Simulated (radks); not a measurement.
All-electron atom: Ca I in [Ar] 4s1 7p1 (not the ground configuration).

Calculated with a radial shooting solver on a logarithmic mesh with Libxc functionals: non-relativistic Kohn-Sham, PBE, spin-polarised, spherical densities, point nucleus; open shells are filled with parallel spins first.

Energy parts (eV):
| part | energy |
|---|---|
| total | -18426.236 |
| kinetic | 18408.252 |
| electron-nucleus | -43517.083 |
| Hartree | 7653.220 |
| exchange-correlation | -970.626 |

Orbitals (lengths in bohr, moments of r in powers of bohr; r(max) is where P^2 peaks; r(90%) holds 90 % of the orbital's charge):
| orbital | occ. | eigenvalue (eV) | r(max) | r(90%) |
|---|---|---|---|---|
| 1s up | 1 | -3933.831 | 0.05081 | 0.138 |
| 1s down | 1 | -3933.801 | 0.05081 | 0.138 |
| 2s up | 1 | -416.5205 | 0.3021 | 0.571 |
| 2s down | 1 | -416.4890 | 0.3021 | 0.571 |
| 2p up | 3 | -340.3105 | 0.2475 | 0.542 |
| 2p down | 3 | -340.2801 | 0.2475 | 0.542 |
| 3s up | 1 | -52.4869 | 0.9990 | 1.74 |
| 3s down | 1 | -52.3678 | 0.9992 | 1.74 |
| 3p up | 3 | -33.8498 | 1.049 | 1.96 |
| 3p down | 3 | -33.6973 | 1.049 | 1.95 |
| 4s up | 1 | -8.2603 | 3.169 | 5.29 |
| 7p up | 1 | -0.4673 | 36.40 | 43.2 |

The highest occupied level is 7p up at -0.467 eV. Spin moment in Bohr magnetons: 2.
